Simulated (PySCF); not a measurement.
## A series of derivatives of C=C[SiH2]N=C

Parent skeleton `[CH2:1]=[CH:2][SiH2:3][N:4]=[CH2:5]`; one hydrogen on atom 3 is replaced by X. Hydrogens on one atom are averaged.

Non-relativistic, no solvent, single conformer. GFN2-xTB geometry; PBE0/pcSseg-1 with gauge-including orbitals; PySCF 2.14.0 with density-fitted response routines.

δ = σ(ref) − σ, references computed at the same level: ¹³C and ²⁹Si and ¹H against TMS; NH3 for ¹⁵N.

Parent (X = H): C1 142.0, C2 143.2, Si3 -35.2, N4 423.6, C5 170.7, H(C1) 6.31, H(C2) 6.83, H(Si3) 5.24, H(C5) 8.71 ppm. Effects are Δδ = δ(X) − δ(H), positive for deshielding.

Task: Order these by the shift of N4, most shielded first.
A. X = CF3
B. X = Cl
C. X = COOCH3
D. X = COCH3
E. X = cPr
F. X = F

Result: A (-10.1 ppm), B (-6.3 ppm), C (-3.6 ppm), E (-1.9 ppm), D (+0.1 ppm), F (+8.3 ppm).

Task: Order these by the shift of H(Si3), most shielded first.
A. X = Cl
B. X = COCH3
C. X = CHCl2
D. X = F
E. X = COOCH3

Result: B (-0.31 ppm), C (-0.19 ppm), E (+0.03 ppm), D (+0.25 ppm), A (+0.68 ppm).

Task: Order these by the shift of Si3, most shielded first.
A. X = CF3
B. X = Cl
C. X = CHCl2
D. X = COOCH3
E. X = COCH3

Result: D (-17.0 ppm), E (-12.6 ppm), A (-6.9 ppm), C (+6.0 ppm), B (+10.3 ppm).

Experimental scales use liquid or dissolved standards, which lie at an offset from isolated NH3 (liquid NH3: subtract about 20 ppm). Unscaled 15N shifts of sp2 nitrogen come out 20 to 40 ppm too high even then.
